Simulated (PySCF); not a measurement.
Compound: C₅H₉N₃OSi.
Geometry (PBE0-D3(BJ)/def2-SVP, Å), atoms numbered from 1 in this order:
```xyz
19
C5H9N3OSi angstrom
C     -2.2877   -1.1104    1.6164
C     -1.7084   -0.7573    0.2780
O     -2.2959   -0.9365   -0.7697
C     -0.3596   -0.1623    0.2434
N      0.3865    0.0920    1.3191
N      1.4753    0.6220    0.8229
C      2.5920    1.0023    1.6514
N      1.5175    0.7349   -0.4920
C      0.3510    0.2420   -0.9129
Si    -0.1789    0.1485   -2.7148
H     -2.3531   -0.2105    2.2470
H     -1.6232   -1.8122    2.1429
H     -3.2815   -1.5531    1.4810
H      2.2130    1.2513    2.6488
H      3.3137    0.1754    1.7270
H      3.0815    1.8712    1.1968
H      0.9427    0.7093   -3.5263
H     -0.4137   -1.2666   -3.1150
H     -1.4028    0.9669   -2.9394
```

Computed with PySCF at PBE0/pcSseg-1, non-relativistic, on one gas-phase PBE0-D3(BJ)/def2-SVP geometry that isn't relaxed in the solvent. The solvent is an IEF-PCM continuum (Bondi radii, 1.10 Å for H, scaled by 1.2). The model holds no explicit solvent molecules, cavitation or dispersion.

```json
{"run": "gas", "E − E(gas) (kcal/mol)": "0.00", "HOMO (eV)": "-7.66", "HOMO–LUMO gap (eV)": "6.12", "dipole (D)": "4.03"}
{"run": "P", "E − E(gas) (kcal/mol)": "-5.94", "HOMO (eV)": "-7.81", "HOMO–LUMO gap (eV)": "6.20", "dipole (D)": "4.98"}
{"run": "Q", "E − E(gas) (kcal/mol)": "-6.17", "HOMO (eV)": "-7.82", "HOMO–LUMO gap (eV)": "6.21", "dipole (D)": "5.02"}
```

Task: The runs were made in dichloromethane and tetrahydrofuran. Which run belongs to which solvent?

Result: P = tetrahydrofuran, Q = dichloromethane. The dielectric constants are 7.426 (tetrahydrofuran), 8.93 (dichloromethane), and the energy falls further as ε rises. In this model the ground state sees the solvent through ε alone.

Task: How constant is the ratio of the lowering to (ε − 1)/(2ε + 1)?

Result: 
```json
{"solvent": "tetrahydrofuran", "(ε − 1)/(2ε + 1)": "0.405", "E − E(gas) (kcal/mol)": "-5.94", "ratio (kcal/mol)": "-14.6", "polarisation term (kcal/mol)": "-6.64"}
{"solvent": "dichloromethane", "(ε − 1)/(2ε + 1)": "0.420", "E − E(gas) (kcal/mol)": "-6.17", "ratio (kcal/mol)": "-14.7", "polarisation term (kcal/mol)": "-6.92"}
```

The ratio changes by +0.2 % in size from tetrahydrofuran to dichloromethane. The polarisation term is half the interaction of the solute with the induced surface charges.
